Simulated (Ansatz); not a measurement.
A search over several starts for the lowest SCF solution of GeO₃H₂ at the given spin, in a small basis.

```yaml
crystal:
  periodic: [false, false, false]
  atoms:
    - {symbol: Ge, position_ang: [-0.119128, -0.335419, 0.285386]}
    - {symbol: O, position_ang: [1.413587, -0.169047, -0.584032]}
    - {symbol: O, position_ang: [-1.011114, 1.153069, 0.767601]}
    - {symbol: O, position_ang: [-1.619136, 0.322084, -0.463895]}
    - {symbol: H, position_ang: [1.407083, 0.643028, -1.129113]}
    - {symbol: H, position_ang: [-0.071283, -1.613725, 1.124044]}
basis:
  gaussian: {orbitals: def2-SVP, initial_orbitals: start.molden}
hamiltonian: {xc: pbe0, dispersion: d4}
output: {orbitals: {seedname: orbitals}}
```

The file start.molden holds the orbitals of an earlier run on this structure, at another level or in another basis.

```sh
$ ansatz run in.yaml --threads 4 --pin off --events-out ev --progress --plain --max-ram 3916MiB
```

Shortened log:

```
Functional definition: PBE0
802 factors; integrals over basis functions are off by at most 1.2e-3 eV
mean field evaluation 1: about -62615.5554 eV, gradient 1.1e2 eV
mean field evaluation 2: about -62645.9608 eV, gradient 4.1e1 eV
mean field evaluation 4: about -62663.2523 eV, gradient 4.6e0 eV
mean field evaluation 8: about -62663.5137 eV, gradient 6.1e-3 eV
mean field evaluation 16: about -62663.4303 eV, gradient 1.0e0 eV
mean field -62663.51366161 eV, -2302.8416522090 hartree, gradient 1.9e-5 eV, S^2 0.000000; 1 other end points of the search recorded, 0 dependent functions left out
reference -62663.51368097 eV, -2302.8416529205 hartree; 29, 29 occupied and 55, 55 virtual orbitals, 802 factors
Total energy: -62663.59764945 eV, -2302.8447387052 hartree
```

Hardware: 4 threads of Arm Neoverse V2 on a shared host. Wall time 1 s.

The restricted singlet is unstable towards broken spin symmetry in Hartree–Fock (as tested in another run); at PBE0-D4/def2-SVP this wasn't settled. The structure comes from a short search, and lower isomers may exist.
